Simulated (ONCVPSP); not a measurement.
# u(r) = r·R(r): atom against pseudo-atom (Sr)

Columns: radius, all-electron u(r) and pseudo u(r) of the 4p shell (level -22.86 eV) of strontium in the configuration [Ar] 3d10 4s2 4p6 5s2; LDA (Perdew-Wang 92), scalar-relativistic, ONCV scheme, ONCVPSP 4.0.1.

```tsv
r (bohr)	all-electron	pseudo
0.103	0.2675	0.0107
0.205	-0.1017	0.0433
0.308	-0.4044	0.0997
0.410	-0.4194	0.1764
0.513	-0.2439	0.2683
0.615	0.0045	0.3659
0.718	0.2573	0.4661
0.820	0.4736	0.5658
0.923	0.6442	0.6651
1.025	0.7644	0.7562
1.128	0.8415	0.8299
1.230	0.8810	0.8752
1.332	0.8914	0.8901
1.435	0.8793	0.8792
1.538	0.8508	0.8507
1.640	0.8114	0.8113
1.743	0.7642	0.7642
1.845	0.7135	0.7134
1.948	0.6604	0.6604
2.050	0.6078	0.6078
2.153	0.5559	0.5559
2.255	0.5066	0.5066
2.358	0.4595	0.4595
2.460	0.4158	0.4158
2.562	0.3752	0.3752
2.665	0.3374	0.3374
```

(1) How many radial nodes do the two functions have?

(2) At about which radius was the pseudo-wave matched?

(3) Where does each function peak?

(4) Is the pseudo-wave norm-conserving?

## Answers

(1) The all-electron 4p function has n − l − 1 = 2; the pseudo-wave has 0, since the states of the same l below it are removed with the core.

(2) 1.50 bohr, where the columns begin to agree (steps of 0.10 bohr).

(3) Outermost all-electron maximum near 1.33 bohr, pseudo maximum near 1.33 bohr (to the table’s step).

(4) Yes: the ONCV scheme keeps the norm inside the radius equal to the all-electron one, which fixes the energy derivative of the logarithmic derivative at the level.
